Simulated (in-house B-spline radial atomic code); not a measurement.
Values are calculated unless marked as measured or tabulated.
**Building a PAW d channel for Zn, r_c = 1.34 bohr**

Zn, [Ar] 3d10 4s2, non-relativistic PBE, spherical and spin-unpolarised, from a B-spline radial code for spherical atoms (atomic units; all potentials screened as in the neutral atom).

Two all-electron partial waves φ1, φ2 are integrated outwards at E1 = ε(3d) = -0.388316 and E2 = E1 + 1.5 hartree; φ1 is the bound orbital and φ2 has unit norm inside r_c = 1.3394 bohr. Smooth partners are polynomials, r^3(a0 + a1 r² + a2 r⁴ + a3 r⁶), matched to φ and three derivatives at r_c, with no condition on the norm. The local potential is -13.0954 + (17.9379) r² + (-10.2563) r⁴ + (2.16185) r⁶ inside 1.0966 bohr and the all-electron one outside.

```csv
wave,φ(r_c),φ'(r_c),a0,a1,a2,a3
1,0.5726752,-0.5726507,2.533855,-2.829511,1.175363,-0.1735765
2,0.799345,2.926151,-2.345476,3.591735,-1.606199,0.2431608
```

Inside r_c the overlaps are <φi φj> = [[0.83387, -0.71116], [-0.71116, 1.00000]] and, for the smooth waves, [[0.29728, -0.00846], [-0.00846, 0.09965]]. With χj = (Ej − T − V_local) applied to smooth wave j, the program's quadrature gives the matrix B_ij = <smooth i, χj> as [[-0.63811, 1.13950], [0.08545, -0.23479]].

Question: Check the match of the first wave, and find the augmentation charges q_ij.

Answer: At r_c the four terms are 6.08853, -12.19728, 9.08959, -2.40815, which sum to 0.5727, φ1(r_c) to rounding. q_ij is the all-electron overlap less the smooth one: [[0.53659, -0.70270], [-0.70270, 0.90034]]. The smooth first wave has a norm of 0.2973 inside r_c against 0.8339, and q11 > 0 puts back the missing charge.

Question: B isn't symmetric. Show that D_ij = B_ij + Ej q_ij is.

Answer: Integrating by parts gives B12 − B21 = (E1 − E2) q12: 1.13950 − (0.08545) = 1.05405, and −1.5 × (-0.70270) = 1.05405. So D12 = 1.13950 + (1.111684)(-0.70270) = 0.35832 and D21 = 0.08545 + (-0.388316)(-0.70270) = 0.35832; D11 = -0.84647, D22 = 0.76611. The projectors, p = (B⁻¹)ᵀ χ, are dual to the smooth waves; det B = 0.052.

Solving (T + V_local + Σ p D p) ψ = E (1 + Σ p q p) ψ in a sphere of 9 bohr gives these levels:

```
all-electron  one projector  two projectors
   -0.388316      -0.388315       -0.388315
    0.119064       0.120282        0.119067
    0.374904       0.382610        0.374916
    0.769123       0.793166        0.769131
    1.298000       1.353770        1.298010
```

Question: What does the second projector gain?

Answer: With one projector the errors are 0.00, +1.22, +7.71, +24.04, +55.77 millihartree. With two the errors are 0.00, 0.00, +0.01, +0.01, +0.01 millihartree. The scattering is exact at E1 and at E2 = 1.112, and over all levels compared the largest error is 0.012 millihartree. The lowest eigenvalue of the overlap operator is 1 with one and 0.9345 with two projectors. The smooth orbital alone needs a cutoff of 36.3 hartree for 1 millihartree of kinetic energy, against 70.6 for a norm-conserving Troullier-Martins orbital of the same radius; part of the gain comes from giving up the norm, part from the simpler form.
